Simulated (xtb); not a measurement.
I$_{2}$Sn, charge -1, doublet, from a rough starting geometry (GFN-xTB shapes and energies of metal compounds can be far from the true ones) (a state made from the parent by changing its charge; the spin is typed, not shown lowest); xtb with GFN2-xTB.

xtb was given this input:
```
$ xtb mol.xyz --gfn 2 --chrg -1 --uhf 1 --opt vtight --json

# file mol.xyz
3

Sn     0.00289281    -0.02059210     1.11133108
I      1.08998756    -1.86139256    -0.55073963
I     -1.11168062     1.88250777    -0.55250334
```

It wrote (shortened):

```
   ID    Z sym.   atoms
    1   50 Sn     1
    2   53 I      2, 3

           -------------------------------------------------
          |                Calculation Setup                |
           -------------------------------------------------

           -------------------------------------------------
          |                 G F N 2 - x T B                 |
           -------------------------------------------------

          ...................................................
          :                      SETUP                      :
          :.................................................:
          :  # basis functions                  30          :
          :  # atomic orbitals                  27          :
          :  # shells                            9          :
          :  # electrons                        19          :
          :  max. iterations                   250          :
          :  Hamiltonian                  GFN2-xTB          :
          :  restarted?                      false          :
          :  GBSA solvation                  false          :
          :  PC potential                    false          :
          :  electronic temp.          300.0000000     K    :
          :  accuracy                    1.0000000          :
          :  -> integral cutoff          0.2500000E+02      :
          :  -> integral neglect         0.1000000E-07      :
          :  -> SCF convergence          0.1000000E-05 Eh   :
          :  -> wf. convergence          0.1000000E-03 e    :
          :  Broyden damping             0.4000000          :
          :  net charge                         -1          :
          :  unpaired electrons                  1          :
          ...................................................

 iter      E             dE          RMSdq      gap      omega  full diag
   1     -6.6744657 -0.667447E+01  0.477E+01    2.24       0.0  T
   2     -4.8467538  0.182771E+01  0.853E+01    0.08       1.0  T
   3     -9.4814079 -0.463465E+01  0.494E+01    1.78       1.0  T
   4     -9.4843082 -0.290026E-02  0.469E+01    1.81       1.0  T
   5     -9.6880256 -0.203717E+00  0.330E+01    2.03       1.0  T
   6    -10.0911926 -0.403167E+00  0.783E+00    2.50       1.0  T
   7    -10.0920727 -0.880127E-03  0.252E+00    2.50       1.0  T
   8    -10.0937886 -0.171590E-02  0.318E+00    2.52       1.0  T
   9    -10.0940902 -0.301625E-03  0.132E+00    2.52       1.0  T
  10    -10.0932052  0.885094E-03  0.335E+00    2.53       1.0  T
  11    -10.0941516 -0.946487E-03  0.122E+00    2.52       1.0  T
  12    -10.0942039 -0.522645E-04  0.935E-02    2.51       1.0  T
  13    -10.0942069 -0.298847E-05  0.262E-02    2.51       2.2  T
  14    -10.0942067  0.207517E-06  0.169E-02    2.51       3.4  T
  15    -10.0942067 -0.471051E-07  0.444E-02    2.51       1.3  T
  16    -10.0942069 -0.195452E-06  0.244E-02    2.51       2.4  T
  17    -10.0942069 -0.197996E-07  0.663E-03    2.51       8.7  T
  18    -10.0942070 -0.563141E-09  0.209E-03    2.51      27.6  T
  19    -10.0942070 -0.147518E-09  0.298E-04    2.51     194.0  T
  20    -10.0942070  0.173017E-11  0.146E-04    2.51     394.6  T

   *** convergence criteria satisfied after 20 iterations ***

         :::::::::::::::::::::::::::::::::::::::::::::::::::::
         ::                     SUMMARY                     ::
         :::::::::::::::::::::::::::::::::::::::::::::::::::::
         :: total energy             -10.087852107881 Eh    ::
         :: gradient norm              0.044923947527 Eh/a0 ::
         :: HOMO-LUMO gap              2.513092340387 eV    ::
         ::.................................................::
         :: SCC energy               -10.094206884858 Eh    ::
         :: -> isotropic ES            0.119736105998 Eh    ::
         :: -> anisotropic ES         -0.005336044895 Eh    ::
         :: -> anisotropic XC         -0.010290606550 Eh    ::
[...]
 * total energy  :   -10.0878521 Eh     change       -0.2383871E-11 Eh
 * total energy  :   -10.0800094 Eh     change        0.7842682E-02 Eh
 * total energy  :   -10.0909913 Eh     change       -0.1098191E-01 Eh
 * total energy  :   -10.0874571 Eh     change        0.3534237E-02 Eh
 * total energy  :   -10.0930176 Eh     change       -0.5560546E-02 Eh
 * total energy  :   -10.0931132 Eh     change       -0.9559360E-04 Eh
 * total energy  :   -10.0931256 Eh     change       -0.1239799E-04 Eh
 * total energy  :   -10.0931288 Eh     change       -0.3164326E-05 Eh
 * total energy  :   -10.0931300 Eh     change       -0.1207016E-05 Eh
 * total energy  :   -10.0931300 Eh     change       -0.1252811E-09 Eh
   *** GEOMETRY OPTIMIZATION CONVERGED AFTER 10 ITERATIONS ***
         :: total energy             -10.093130003518 Eh    ::
[...]
          |                Property Printout                |
           -------------------------------------------------

    * Orbital Energies and Occupations

         #    Occupation            Energy/Eh            Energy/eV
      -------------------------------------------------------------
         1        2.0000           -0.5622121             -15.2986
         2        2.0000           -0.5328878             -14.5006
         3        2.0000           -0.5210314             -14.1780
         4        2.0000           -0.2507473              -6.8232
         5        2.0000           -0.2366232              -6.4388
         6        2.0000           -0.2272096              -6.1827
         7        2.0000           -0.2218265              -6.0362
         8        2.0000           -0.2199613              -5.9855
         9        2.0000           -0.2187670              -5.9530
        10        1.0000           -0.0937744              -2.5517 (HOMO)
        11                         -0.0138443              -0.3767 (LUMO)
        12                          0.0000175               0.0005
        13                          0.1381162               3.7583
        14                          0.1587140               4.3188
        15                          0.1715645               4.6685
        16                          0.2247110               6.1147
        17                          0.2440015               6.6396
        18                          0.2560631               6.9678
        19                          0.2589711               7.0470
        20                          0.2613630               7.1121
        21                          0.2754336               7.4949
       ...                                ...                  ...
        27                          0.9961735              27.1073
      -------------------------------------------------------------
                  HL-Gap            0.0799301 Eh            2.1750 eV
             Fermi-level           -0.1050400 Eh           -2.8583 eV

     #   Z          covCN         q      C6AA      α(0)
     1  50 Sn       1.697     0.021   474.901    46.849
     2  53 I        0.851    -0.510   411.462    35.017
     3  53 I        0.851    -0.510   411.463    35.017

 Mol. C6AA /au·bohr⁶  :       3858.533888
 Mol. C8AA /au·bohr⁸  :     397360.093757
 Mol. α(0) /au        :        116.883010

Wiberg/Mayer (AO) data.
largest (>0.10) Wiberg bond orders for each atom

 ---------------------------------------------------------------------------
     #   Z sym  total        # sym  WBO       # sym  WBO       # sym  WBO
 ---------------------------------------------------------------------------
     1  50 Sn   1.633 --     2 I    0.816     3 I    0.816
     2  53 I    0.823 --     1 Sn   0.816
     3  53 I    0.823 --     1 Sn   0.816
 ---------------------------------------------------------------------------

Topologies differ in total number of bonds
Writing topology from bond orders to xtbtopo.mol

molecular dipole:
                 x           y           z       tot (Debye)
 q only:        0.011      -0.005       1.189
   full:        0.011      -0.008       2.120       5.388
molecular quadrupole (traceless):
                xx          xy          yy          xz          yz          zz
 q only:        2.676      11.966     -10.634       0.022      -0.064       7.958
  q+dip:        4.733      19.730     -17.214       0.033      -0.101      12.481
   full:        3.429      18.014     -16.609       0.026      -0.103      13.180

optimized geometry written to: xtbopt.xyz

           -------------------------------------------------
          | TOTAL ENERGY              -10.093130003518 Eh   |
          | GRADIENT NORM               0.000003703659 Eh/α |
          | HOMO-LUMO GAP               2.175010065804 eV   |
           -------------------------------------------------

normal termination of xtb
```
